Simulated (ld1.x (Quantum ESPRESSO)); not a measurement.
What the settings do to the ultrasoft potential of iodine (I)

Base potential:

```
Element                 : I (Z = 53)
Generator               : ld1.x (Quantum ESPRESSO) 7.5
Type                    : ultrasoft
Functional              : PW91
Relativity              : scalar-relativistic
Frozen core             : [Kr] 4d10
Valence charge          : 7
Reference configuration : 5s2 5p5
Partial waves           : 5s (bound): rcut 1.90, rcutus 2.05 bohr; 5s channel at -0.25 Ry: rcut 1.90, rcutus 2.05 bohr; 5p (bound): rcut 1.65, rcutus 2.10 bohr; 5p channel at 0.75 Ry: rcut 1.65, rcutus 2.10 bohr; 5d channel at 0.1 Ry: rcut 1.55, rcutus 1.85 bohr
Local potential         : all-electron potential smoothed inside 1.55 bohr (lloc = -1)
Core correction         : a·sin(br)/r model core inside 1.50 bohr
Augmentation charge     : built from norm-conserving waves at rcut, not smoothed further
```

All-electron outer shells of the reference configuration (PW91, scalar-relativistic, ld1.x):

```tsv
shell	level (eV)	outermost node (bohr)	outermost maximum (bohr)
4p	-127.60	0.37	0.72
4d	-50.33	0.35	0.78
5s	-17.48	0.88	1.70
5p	-7.13	0.96	2.02
```

Cutoffs, loose and tight: the cutoffs (Ry, on a coarse ladder) from which the occupation-weighted sum of valence levels, in a spherical-Bessel basis at the reference potential, stays within 10 and 1 mRy of its value at 400 Ry. They do not see the model core or the augmentation charge, which bear on the density cutoff. Test errors are all-electron minus pseudo excitation energies from the reference, over the configurations 5s2 5p4; 5s2 5p3; 5s2 5p2; 5s2 5p5.3; 5s2 5p4.5; 5s1 5p6; 5s2 5p1. A dash means not determined; rows that change the core or the reference have their own tests. The largest error is taken over the tests solved by every variant that gives reliable tests at all: 5s1 5p6; 5s2 5p2; 5s2 5p3; 5s2 5p4; 5s2 5p4.5; 5s2 5p5.3.

A true bound ghost makes a file unfit for plane-wave use even where its test errors are small: the radial tests pick states by their node count and pass the ghost by.

Cutoffs are not given where the Bessel-basis levels miss the radial ones by over 6 mRy, ghosts where they miss by over 20 mRy; a channel whose overlap is not positive is not tested.

A file whose overlap is not positive is unfit for use, and its test errors describe a broken file.

| change | outcome | cutoff, loose | cutoff, tight | bound ghosts | largest test error (meV) |
| --- | --- | --- | --- | --- | --- |
| base | generated | 8 Ry | 25 Ry | s | -79 |
| waves 5p (bound): rcut 1.26, rcutus 1.34 bohr; 5p channel at 0.75 Ry: rcut 1.26, rcutus 1.34 bohr | failed: chargeps: negative rho | – | – | – | – |
| waves 5p (bound): rcut 1.44, rcutus 1.52 bohr; 5p channel at 0.75 Ry: rcut 1.44, rcutus 1.52 bohr | failed: chargeps: negative rho | – | – | – | – |
| waves 5p (bound): rcut 1.65, rcutus 2.00 bohr; 5p channel at 0.75 Ry: rcut 1.65, rcutus 2.00 bohr | generated | 8 Ry | 25 Ry | s | -79 |
| waves 5p (bound): rcut 1.65, rcutus 2.16 bohr; 5p channel at 0.75 Ry: rcut 1.65, rcutus 2.16 bohr | generated | 10 Ry | 25 Ry | s | -79 |
| waves 5p (bound): rcut 1.65, rcutus 2.34 bohr; 5p channel at 0.75 Ry: rcut 1.65, rcutus 2.34 bohr | generated | 10 Ry | 25 Ry | s | -78 |
| waves 5p (bound): rcut 1.65, rcutus 2.50 bohr; 5p channel at 0.75 Ry: rcut 1.65, rcutus 2.50 bohr | generated | 10 Ry | 15 Ry | s | -78 |
| waves 5p (bound): rcut 1.65, rcutus 2.80 bohr; 5p channel at 0.75 Ry: rcut 1.65, rcutus 2.80 bohr | generated, overlap not positive | – | – | s (p not tested, overlap not positive) | -79 |
| waves 5p (bound): rcut 1.65, rcutus 2.96 bohr; 5p channel at 0.75 Ry: rcut 1.65, rcutus 2.96 bohr | generated | 8 Ry | 10 Ry | s | -63 |
| waves 5p (bound): rcut 1.65, rcutus 3.18 bohr; 5p channel at 0.75 Ry: rcut 1.65, rcutus 3.18 bohr | generated, overlap not positive | – | – | s (p not tested, overlap not positive) | +35 |

**Question.** What comes out with this change to the base: waves 5p (bound): rcut 1.65, rcutus 1.80 bohr; 5p channel at 0.75 Ry: rcut 1.65, rcutus 1.80 bohr?

**Answer.** outcome: generated; cutoff, loose: 15 Ry; cutoff, tight: 25 Ry; bound ghosts: s; largest test error (meV): -78.

Reading the sweep of the p radius (base included, trends over the rows without a ghost): Bound ghosts are found at 1.8, 2, 2.1, 2.16, 2.34, 2.5, 2.8, 2.96, 3.18 bohr. Every judged row has one, so this setting neither creates nor removes them. The generation fails at 1.34, 1.52 bohr.
